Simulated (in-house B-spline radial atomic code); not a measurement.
Te⁺. Computed with a B-spline radial atomic code. Model: non-relativistic spherical atom: semilocal Troullier-Martins pseudo-atom, one channel per l, against all electrons, high spin, G0W0 and RPA with empty states to l = 8, local potential for every l without a channel, a model core (radius 0 = none) keeps its share of the functional.

Without relativity these are model numbers for so heavy an element.

What the tables leave out is listed at the end.

The pseudopotential gives back the lowest level of each angular momentum of its own functional in the configuration it was made in; a second state of the same l is only approximately right. Exact exchange, RPA and GW see the smooth pseudo-orbitals and miss the exchange with the core, for which the functional's share stands in. The column with an uncorrelated core keeps all orbitals and exact exchange, and so separates missing core correlation from pseudisation. Only the three outermost levels and the lowest empty one were computed. RPA here is direct RPA, with no exchange kernel, and its energies carry an (l + 1/2)⁻⁴ tail. A hybrid on a potential with a model core restores only its own semilocal share of the core's exchange.

Command:
```bash
python run_psgw.py task.json out
```
Settings (lengths in bohr, energies in hartree):
```
Z                      52
electrons              51
configuration          [Kr] 4d10 5s2 5p3
generated_in           [Kr] 4d10 5s2 5p4
functional             lda,vwn
core_shells            8
radius_factor          1.3
core_correction        True
```

Run time, properties included: 63 s on 1 thread of Intel(R) Xeon(R) Platinum 8488C (Sapphire Rapids), with other jobs on the host.

Given: made with LDA VWN5; model core radius 0.614 bohr; local radius 1.32 bohr; mean-field start LDA VWN5.

Valence shells of the generating configuration: 4d, 5s, 5p.

Channel: s 2.399, p 2.814, d 1.056 (radii in bohr).

Computed: largest level miss in the spin-unpolarised generating configuration 0 eV; valence RPA correlation energy all-electron orbitals -0.87269 hartree; all-electron RPA polarisability, core included 19.8 bohr³; pseudo-atom RPA polarisability 19.811 bohr³.

```json
{"level": "5p up", "occupied": "1", "mean-field all-electron (eV)": "-14.597", "mean-field pseudo minus all (eV)": "0.009", "G0W0 all-electron (eV)": "-18.842", "G0W0 uncorrelated core minus all (eV)": "0.011", "G0W0 pseudo minus all (eV)": "-0.506", "exchange self-energy all-electron (eV)": "-17.545", "exchange self-energy pseudo (eV)": "-16.754"}
{"level": "5s down", "occupied": "1", "mean-field all-electron (eV)": "-21.232", "mean-field pseudo minus all (eV)": "0.001", "G0W0 all-electron (eV)": "-25.112", "G0W0 uncorrelated core minus all (eV)": "0.048", "G0W0 pseudo minus all (eV)": "-0.634", "exchange self-energy all-electron (eV)": "-16.427", "exchange self-energy pseudo (eV)": "-14.65"}
{"level": "5p down (empty)", "occupied": "0", "mean-field all-electron (eV)": "-12.712", "mean-field pseudo minus all (eV)": "-0.005", "G0W0 all-electron (eV)": "-9.2706", "G0W0 uncorrelated core minus all (eV)": "0.029", "G0W0 pseudo minus all (eV)": "-0.492", "exchange self-energy all-electron (eV)": "-5.3613", "exchange self-energy pseudo (eV)": "-4.5746"}
```

**Question.** What is the valence RPA correlation energy pseudo?

**Answer.** -1.1621 hartree.

Given: mean-field start PBE0.

Computed: valence RPA correlation energy all-electron orbitals -0.82414 hartree; all-electron RPA polarisability, core included 17.773 bohr³; pseudo-atom RPA polarisability 17.284 bohr³.

```csv
level,occupied,mean-field all-electron (eV),mean-field pseudo minus all (eV),G0W0 all-electron (eV),G0W0 uncorrelated core minus all (eV),G0W0 pseudo minus all (eV),exchange self-energy all-electron (eV),exchange self-energy pseudo (eV)
5p up,1,-15.79,-0.146,-19.017,0.013,-0.421,-17.432,-17
5s down,1,-21.711,-0.001,-25.107,0.052,-0.437,-16.167,-14.6
5p down (empty),0,-11.207,-0.128,-9.0768,0.03,-0.308,-5.0398,-4.5032
```

**Question.** What is the valence RPA correlation energy pseudo?

**Answer.** -1.1175 hartree.

Among the listed levels the largest G0W0 shift of the pseudo-atom is -0.63 eV, for 5s down on the LDA VWN5 start, while leaving the core uncorrelated moves that level by +0.05 eV. So pseudisation and the lost core exchange, not the missing core correlation, make the error. Not in the tables (levels of low weight, unsolved or above zero; the highest and the empty levels are kept at any weight): on LDA the G0W0 levels 5s up (pseudo minus all -0.15 eV, weights 0.19 and 0.22); on PBE0 the G0W0 levels 5s up (pseudo minus all -0.15 eV, weights 0.30 and 0.36); no Hartree-Fock pseudo-atom is run with a model core.
